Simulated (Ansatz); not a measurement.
This triplet lies 0.17 eV below the relaxed singlet at the level frozen-core CCSD(T)/cc-pVTZ // B3LYP-D3(BJ)/def2-TZVP (Ansatz, an electronic-structure program); other levels give the other order.

A geometry relaxed with Ansatz with B3LYP-D3(BJ)/def2-TZVP, charge 1, multiplicity 3:

```xyz
9

C      1.3169     0.2432     0.0687
H      1.6584    -0.3271    -0.8096
H     -1.4154    -0.8552    -0.8499
H     -1.8567    -0.7619     0.8827
C     -1.3136    -0.2604     0.0718
H      1.3236     1.3223    -0.1533
N      0.0296    -0.1525     0.4084
H     -1.7385     0.7450    -0.0763
H      1.9956     0.0467     0.9083
```

Problem. Write the SMILES of this molecule.

Solution. `C[N+]C`
